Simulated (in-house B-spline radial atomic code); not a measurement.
**S VIII (S7+): [He] 2s2 2p5**

Level of theory: Dirac-Kohn-Sham CAM-B3LYP, spherical fractional occupations, exact exchange averaged over the configuration, Fermi nucleus of rms radius 3.2611 fm; calculated with a B-spline radial code for spherical atoms.

Effective charges: Z_r = [3n² - l(l+1)]/(2<r>) from the radius, Z_e = n√(-2ε) from the energy, and Slater's rules. Values are occupation-weighted means over j.

```tsv
shell	electrons	ε (eV)	<r> (bohr)	Z_r	Z_e	Slater
1s	2	-2600.7	0.09674	15.51	13.83	15.70
2s	2	-368.39	0.4623	12.98	10.41	12.20
2p	5	-315.15	0.4194	11.92	9.63	12.20
```

The least bound orbital is 2p3/2 at -314.7 eV, while the most diffuse is 2s1/2 (<r> = 0.4623 bohr against 0.42 bohr): energy order and size order differ.

Spin-orbit splittings of the orbital energies (j = l + 1/2 above j = l - 1/2 when positive): 2p 1.403 eV.

For the 1s electron the small component carries 0.324 % of the norm, the zero-frequency Breit interaction raises the level by 1.709 eV, self-energy by 0.7682 eV, and vacuum polarisation lowers it by 0.05079 eV.

The density falls to 0.001 bohr⁻³ at 1.443 bohr; Σ<r²> = 1.6169 bohr² gives, by the non-relativistic formula and without the paramagnetism of open shells, a Langevin diamagnetic susceptibility of -1.281×10⁻⁶ cm³/mol.
